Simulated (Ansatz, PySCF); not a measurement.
CH3FO3Si. Atoms are numbered in the order given.

```xyz
9

O      1.1898     1.6121     0.2427
C      1.5179     0.5786     0.7660
O      0.7874    -0.5378     0.7649
Si    -0.7102    -0.6434    -0.0449
O     -1.5065     0.7778     0.0235
F     -0.3337    -1.0603    -1.5585
H      2.4710     0.4398     1.3153
H     -1.4731    -1.7242     0.5846
H     -0.9250     1.5460    -0.0897
```
Charge 0, spin multiplicity 1.

Geometry: ωB97X-D3(BJ)/def2-SVP. The structure was generated by enumeration; whether it is a known compound was not checked. One conformer was computed; it need not be the lowest.

Vertical ionisation energy (IE) and electron affinity (EA) in eV. Rows of orbital energies are one-electron estimates. Where ΔSCF, EOM or ADC give a negative EA the extra electron is unbound and the value depends on the basis.

```
level                                                                    IE     EA
--------------------------------------------------------------------  -----  -----
−ε(HOMO), −ε(LUMO), HF/def2-TZVP (PySCF)                              13.27  -3.45
−ε(HOMO), −ε(LUMO), PBE/def2-TZVP (PySCF)                              7.26   1.97
ΔSCF, PBE0/def2-TZVPD (Ansatz), final states of multiplicity 2 and 2  11.36  -0.95
ΔSCF, PBE/def2-TZVPD (Ansatz), final states of multiplicity 2 and 2   10.95  -0.73
```

**Question.** What vertical singlet–triplet gap does ΔSCF give with PBE0/def2-TZVPD (Ansatz, a quantum-chemistry and plane-wave program) and with PBE/def2-TZVPD (Ansatz)? (An estimate is asked for; the answer gives what the named calculation found.)

**Answer.** 5.10 and 5.15 eV (triplet above singlet where positive).
